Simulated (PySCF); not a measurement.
**Two-component Hartree-Fock for Tl (thallium, neutral)**

Start: [Xe] 4f14 5d10 6s2 6p1; 6p3/2 filled at m_j = +3/2. Calculated with PySCF 2.14 in x2c-SVPall-2c with one added diffuse shell each of s, p type (8s12p7d2f, 93 functions): generalised Hartree-Fock with the X2C-1e Hamiltonian and a Gaussian nucleus; one run each with spin-orbit coupling (SO) switched off, then screened by Boettger's factors. This is a chosen level, not necessarily the ground level.

```
spinor shell  electrons  ε, spin-free (eV)  ε, screened SO (eV)  weight of nominal j (screened SO)  rms radius, screened SO (bohr)
       1s1/2          2           -86013.9             -85977.9                              1.000                          0.0184
       2s1/2          2           -15474.8             -15463.4                              1.000                          0.0743
       2p1/2          2           -13327.9             -14820.6                              1.000                          0.0628
       2p3/2          4           -13327.9             -12748.9                              1.000                          0.0710
       3s1/2          2            -3768.4              -3764.7                              1.000                           0.189
       3p1/2          2            -3140.9              -3475.6                              1.000                           0.181
       3p3/2          4            -3140.9              -3008.2                              1.000                           0.197
       3d3/2          4            -2478.3              -2535.7                              1.000                           0.174
       4s1/2          2            -881.26              -880.26                              1.000                           0.416
       4p1/2          2            -671.85              -754.31                              1.000                           0.420
       4p3/2          4            -671.85              -639.15                              1.000                           0.454
       4d3/2          4            -420.47              -432.89                              1.000                           0.468
       4d5/2          6            -420.47              -411.46                              1.000                           0.474
       5s1/2          2            -153.49              -153.55                              1.000                           0.941
       4f5/2          6            -140.75              -142.93                              1.000                           0.512
       4f7/2          8            -140.75              -138.51                              1.000                           0.514
       5p1/2          2            -93.767              -109.01                              1.000                            1.01
       5p3/2          4            -93.767              -88.154                              1.000                            1.11
       5d3/2          4            -23.131              -24.607                              0.999                            1.46
       5d5/2          6            -23.131              -22.443                              1.000                            1.50
       6s1/2          2            -12.268              -12.434                              1.000                            2.75
       6p3/2          1             -5.061               -4.808                              1.000                            4.37
```

(1) Where does 3d5/2 lie, and what is the 3d spin-orbit splitting (screened SO)?

```
   quantity     spin-free   screened SO
E (hartree)  -20229.12008  -20263.79849
        M_J           3/2           3/2
       ⟨J²⟩         3.758         3.758
       ⟨L²⟩         2.005         2.188
       ⟨S²⟩         0.753         0.937
```

Each row is a mean over spinors that exchange with the open shell spreads, by up to 1.169 eV (6s1/2).

Breit and QED terms are absent; they matter most for the inner s and p1/2 levels.

Densities and radii are taken from the X2C orbitals without a picture-change correction, which distorts them close to the nucleus.

Without spin-orbit coupling the j labels of p, d and f shells carry no meaning; the spin-free column gives the mean over the occupied spinors of each nl shell.

Results:

(1) At -2437.0 eV, 98.769 eV above 3d3/2.
